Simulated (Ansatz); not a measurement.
Consider the ligand exchange at a Ge–N bond: `C[N](C)[Ge][OH]` + `O[SiH3]` → `[OH][Ge][O][SiH3]` + `CNC`.

Program: Ansatz. Geometries: PBE0-D4/def2-TZVP. ΔE: electronic, gas phase. CBS: MP2 limit from def2 TZ/QZ plus the TZ coupled-cluster correction, frozen cores. Functionals use def2-TZVPP. For Ge outer-core shells are correlated without core-valence functions, which leaves a few kJ/mol of doubt a bond. Scalar relativity is left out up to krypton. One conformer a species, not always the lowest.

`C[N](C)[Ge][OH]`:

```xyz
12

C     0.757    0.693    0.432
N    -0.242   -0.161   -0.149
C    -1.404    0.567   -0.598
Ge   -0.240   -1.988   -0.382
O     1.331   -2.451    0.346
H     0.382    1.203    1.329
H     1.650    0.134    0.721
H     1.078    1.468   -0.277
H    -2.136   -0.119   -1.035
H    -1.143    1.313   -1.361
H    -1.894    1.097    0.230
H     1.862   -1.756    0.744
```

`O[SiH3]`:

Cartesian coordinates in Å:
```
O -0.519 -0.833 0.824
Si 0.213 0.104 -0.317
H -1.022 -0.392 1.510
H -0.776 0.915 -1.079
H 0.905 -0.834 -1.229
H 1.199 1.040 0.291
```

`[OH][Ge][O][SiH3]`:

Cartesian coordinates in Å:
```
O -0.320 0.390 -2.835
Ge 0.834 -0.357 -1.713
O -0.063 0.052 -0.207
Si 0.116 -0.169 1.408
H -1.070 0.790 -2.381
H -1.040 -0.938 1.936
H 1.369 -0.919 1.705
H 0.175 1.151 2.088
```

`CNC`:

Z-matrix (Å, degrees):
```
C
N 1 1.445
H 1 1.094 2 109.4
H 1 1.092 2 110.0 3 117.9
H 1 1.104 2 114.0 3 -120.2
C 2 1.445 1 112.8 3 65.3
H 2 1.011 1 109.8 3 -171.9
H 6 1.104 2 114.0 1 54.9
H 6 1.094 2 109.4 1 -65.3
H 6 1.092 2 110.0 1 176.8
```

| species | r2SCAN energy (Eh) |
| --- | --- |
| `C[N](C)[Ge][OH]` | -2287.39382 |
| `O[SiH3]` | -367.13098 |
| `[OH][Ge][O][SiH3]` | -2519.41107 |
| `CNC` | -135.12872 |

Q: Work out ΔE.

A: ΔE = (-2519.41107) + (-135.12872) − (-2287.39382) − (-367.13098) = -0.01499 Eh = -0.41 eV. CCSD(T)/CBS gives -0.38 eV.

Largest T1 diagnostic among the species: 0.015.

At CCSD(T), def2-SVP lies −0.06 eV from the extrapolated value and def2-TZVPP −0.01 eV. The D4 term adds +0.06 eV with B3LYP and +0.03 eV with PBE0; it sums over pairs of atoms, weighted by their polarisabilities, and B3LYP, whose exchange is more repulsive, gets the larger term. In def2-TZVPP, CCSD(T) changes the Hartree–Fock value by +0.26 eV (the triples alone add +0.04 eV) and MP2 by +0.29 eV.

B3LYP here is the variant with VWN-RPA as its local correlation; programs differ in this.
